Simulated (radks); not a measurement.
Results of a calculation; reference values are marked as such.
Neutral ytterbium inside a hard spherical wall (all orbitals vanish at R), configuration held at [Xe] 4f14 6s2 and not refilled when levels cross. Code: a radial shooting solver on a logarithmic mesh with Libxc functionals. Model: scalar-relativistic Kohn-Sham, PBEsol, spin-unpolarised, spherical densities, finite nucleus; Fermi nuclear charge, rms radius 5.3108 fm. Eigenvalues in eV, with the zero of energy where the potential of the charges vanishes at infinity; a dash marks a level that is unbound or too diffuse for the functional's potential to be trusted. A positive occupied level is held by the wall or, in an anion where self-interaction has pushed it up, behind a barrier. The pressure on the wall is -dE/dV.

R (bohr)	E (hartree)	kinetic (hartree)	e(5s)	e(5p)	e(6s)	e(4f)	e(6p, empty)	e(5d, empty)	pressure (GPa)
free	-14053.7750	15310.098	-54.958	-27.467	-3.937	-3.068	-	-	0
20	-14053.7750	15310.098	-54.958	-27.467	-3.937	-3.068	-1.085	-0.681	< 0.0001
12	-14053.7748	15310.101	-54.934	-27.443	-3.919	-3.045	-0.991	-0.638	0.00400
10	-14053.7732	15310.115	-54.831	-27.341	-3.838	-2.945	-0.764	-0.516	0.0424
8	-14053.7620	15310.190	-54.397	-26.913	-3.451	-2.521	0.046	-0.051	0.458
7	-14053.7410	15310.303	-53.860	-26.387	-2.888	-1.995	1.079	0.523	1.56
5	-14053.5324	15311.161	-51.205	-23.845	1.178	0.682	7.687	3.661	23.5
3	-14050.9356	15320.956	-38.914	-11.763	35.311	14.796	53.484	21.401	1150
2.5	-14047.1644	15334.640	-27.678	0.654	73.850	28.334	99.529	39.102	4530
2	-14035.7853	15372.872	-0.981	31.972	168.12	57.589	205.77	81.440	23000
